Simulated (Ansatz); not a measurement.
One geometry of Na2Se, several levels of theory.

```yaml
crystal:
  periodic: [false, false, false]
  atoms:
    - {symbol: Na, position_ang: [-0.734003, -1.883093, 0.674711]}
    - {symbol: Na, position_ang: [1.341045, 1.653011, 0.095915]}
    - {symbol: Se, position_ang: [-0.607052, 0.230092, -0.770636]}
basis:
  gaussian: {orbitals: def2-TZVP, initial_orbitals: start.molden}
magnetization: {spin_polarized: true, initial_magnetization: 0}
hamiltonian: {xc: r2scan, dispersion: d4}
scf: {omitted_lower_state_checks: [starts]}
output: {orbitals: {seedname: orbitals}}
```

The file start.molden holds the orbitals of an earlier run on this structure, at another level or in another basis.

```sh
$ ansatz run in.yaml --threads 4 --pin off --events-out ev --progress --plain --max-ram 3916MiB
```

It prints (some lines left out):

```
Functional definition: r2SCAN
941 factors; their error is unknown
mean field evaluation 1: about -74182.0281 eV, gradient 4.9e0 eV
mean field evaluation 2: about -74182.0532 eV, gradient 6.0e-2 eV
mean field evaluation 4: about -74182.0160 eV, gradient 8.2e-4 eV
mean field evaluation 8: about -74182.0160 eV, gradient 8.3e-6 eV
mean field -74182.01599984 eV, -2726.1388056176 hartree, gradient 8.3e-6 eV, S^2 0.000000; 0 other end points of the search recorded, 0 dependent functions left out
reference -74182.01604211 eV, -2726.1388071710 hartree; 28, 28 occupied and 84, 84 virtual orbitals, 941 factors
Total energy: -74182.02420640 eV, -2726.1391072031 hartree
Checks for a lower state left out: starts
```

Run time 3.4 s (4 threads of Arm Neoverse V1 on a shared host).

First input, but with `hamiltonian: {xc: pbe0, dispersion: d4}` and without the key `scf` (abridged; 3 s):

```
Functional definition: PBE0
mean field evaluation 16: about -74170.6619 eV, gradient 1.6e-1 eV
mean field -74170.66205151 eV, -2725.7215557126 hartree, gradient 1.1e-5 eV, S^2 0.000000; 2 other end points of the search recorded, 0 dependent functions left out
Total energy: -74170.70283876 eV, -2725.7230546162 hartree
```

As the first input, with `hamiltonian: {xc: pbe, dispersion: d4}` (abridged; 1.5 s):

```
Functional definition: PBE
mean field -74167.82579580 eV, -2725.6173252376 hartree, gradient 2.6e-5 eV, S^2 0.000000
Total energy: -74167.87344956 eV, -2725.6190764811 hartree
Checks for a lower state left out: starts
```

Geometry: PBE-D4/def2-TZVP, that of the neutral singlet.

The structure comes from a short search, and lower isomers may exist.
